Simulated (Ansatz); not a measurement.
Consider the ligand exchange at a Ge–N bond: `[SiH3][N]([SiH3])[GeH]` + HCl → `[Cl][GeH]` + `[SiH3]N[SiH3]`.

Calculated with Ansatz (gas phase, PBE0-D4/def2-TZVP geometries, no zero-point term in ΔE). CBS: MP2 limit from def2 TZ/QZ plus the TZ coupled-cluster correction, frozen cores. This one scheme is used for every species. Functionals use def2-TZVPP. For Ge outer-core shells are correlated without core-valence functions, which leaves a few kJ/mol of doubt a bond. Scalar relativity is left out up to krypton.

```json
{"level": "LDA (SPW92)", "ΔE (kcal/mol)": "-8.0"}
{"level": "PBE0-D4", "ΔE (kcal/mol)": "-10.0"}
{"level": "ωB97X-V", "ΔE (kcal/mol)": "-10.3"}
{"level": "PBE", "ΔE (kcal/mol)": "-11.5"}
{"level": "PBE0", "ΔE (kcal/mol)": "-11.8"}
{"level": "r2SCANh", "ΔE (kcal/mol)": "-10.6"}
{"level": "MP2/def2-TZVPP", "ΔE (kcal/mol)": "-6.0"}
{"level": "SCS-MP2/def2-QZVPP", "ΔE (kcal/mol)": "-7.9"}
```

(1) What does CCSD(T)/CBS give? (An estimate is asked.)

Largest T1 diagnostic among the species: 0.014.

Results:

(1) The calculation gave: -7.7 kcal/mol. The listed levels differ from it by -0.3, -2.3, -2.6, -3.8, -4.1, -2.9, 1.7, -0.2 kcal/mol.

In def2-TZVPP, CCSD(T) changes the Hartree–Fock value by +8.7 kcal/mol (the triples alone add +1.3 kcal/mol) and MP2 by +9.6 kcal/mol. At CCSD(T), def2-SVP lies +1.8 kcal/mol from the extrapolated value and def2-TZVPP +0.9 kcal/mol. The D4 term adds +3.3 kcal/mol with B3LYP and +1.8 kcal/mol with PBE0; it sums over pairs of atoms, weighted by their polarisabilities, and B3LYP, whose exchange is more repulsive, gets the larger term.

B3LYP here is the variant with VWN-RPA as its local correlation; programs differ in this.
